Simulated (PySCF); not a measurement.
Mean polarisability (bohr³) of eight silicon and germanium compounds: PBE beside ωB97X, computed with PySCF for isolated molecules in the bases named; differences from unrounded values. The eight are the first of their class met in an unordered collection, after screening for sound electronic states; none was chosen by its value. Each molecule has one DFT geometry for both levels.

```
molecule                                                         basis  ωB97X
-----------------------------------------------------------  ---------  -----
C4H7FSi, SMILES C1C[C@](C=1)([SiH3])F                        def2-TZVP   70.5
C2H6GeO2, SMILES C=C[O][GeH2][OH]                            def2-TZVP   60.8
aminosilylimino(oxo)methane (CH₄N₂OSi), SMILES N[SiH2]N=C=O  def2-TZVP   52.0
Si(Cl)(OH)(SH)2 (ClH3OS2Si), SMILES O[Si](S)(S)Cl            def2-TZVP   74.2
C3H6FNSi, SMILES F[SiH2]CCC#N                                def2-TZVP   61.1
C3H6FNSi, SMILES F[SiH2]N1C=CC1                              def2-TZVP   64.7
germyloxygermane (Ge2H6O), SMILES [GeH3][O][GeH3]            def2-TZVP   63.0
C3H4F2Si, SMILES [SiH3]C(F)(C#C)F                            def2-TZVP   61.1
```

Problem. Estimate the PBE values and say how PBE differs from ωB97X over the set. (Estimate from the structure and the level; the computed values follow.)

Solution. 
```json
[
 {"molecule": "C4H7FSi, SMILES C1C[C@](C=1)([SiH3])F", "PBE": "74.1", "difference": "3.6"},
 {"molecule": "C2H6GeO2, SMILES C=C[O][GeH2][OH]", "PBE": "64.2", "difference": "3.4"},
 {"molecule": "aminosilylimino(oxo)methane (CH₄N₂OSi), SMILES N[SiH2]N=C=O", "PBE": "54.9", "difference": "3.0"},
 {"molecule": "Si(Cl)(OH)(SH)2 (ClH3OS2Si), SMILES O[Si](S)(S)Cl", "PBE": "78.5", "difference": "4.3"},
 {"molecule": "C3H6FNSi, SMILES F[SiH2]CCC#N", "PBE": "63.8", "difference": "2.7"},
 {"molecule": "C3H6FNSi, SMILES F[SiH2]N1C=CC1", "PBE": "68.4", "difference": "3.7"},
 {"molecule": "germyloxygermane (Ge2H6O), SMILES [GeH3][O][GeH3]", "PBE": "66.1", "difference": "3.1"},
 {"molecule": "C3H4F2Si, SMILES [SiH3]C(F)(C#C)F", "PBE": "64.8", "difference": "3.6"}
]
```
PBE lies below ωB97X in 0 and above it in 8 of the eight; the mean signed difference is 3.4 and the largest 4.3 bohr³.
